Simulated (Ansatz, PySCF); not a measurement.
ClIn, charge -1, doublet, geometry from GFN2-xTB (such geometries of metal compounds can be far from the true shape) (a state made from the parent by changing its charge; the spin is typed, not shown lowest) (all electrons, no relativity) (in this run its highest filled SCF level lies above zero, so its values depend strongly on the basis, on diffuse functions most of all). Base run: PBE0/STO-3G (PySCF).

PySCF was given this input:
```python
from pyscf import gto, scf, dft

mol = gto.M(
    atom='''
In   -0.00000000   -0.00000000   -0.68950739
Cl    0.00000000    0.00000000    1.98740366
''',
    basis='sto-3g',
    charge=-1,
    spin=1,
    verbose=4,
)

mf = dft.UKS(mol)
mf.xc = 'pbe0'
mf.kernel()
```

The same geometry, method and basis name were run in Ansatz (an electronic-structure program) and PySCF, at each program's defaults and at the settings that a row names. The base is PySCF at its defaults. Differences at the defaults can come from grids, fitting, cores and function types together.

```tsv
code and settings	ΔE vs base (mEh)	basis functions	E (Eh)	SCF cycles
PySCF, defaults (exact integrals, its default grid, spherical functions)	0.000	36	-6139.50239	8
Ansatz, defaults (factorised integrals, its default grid, spherical functions)	-0.003	36	-6139.50239	-
PySCF, fine grid	-0.001	36	-6139.50239	8
Ansatz, high accuracy	-0.003	36	-6139.50239	-
```

Open shells are given as the SCF converged; they aren't shown to be the lowest states, and a large step between rows can be another state.
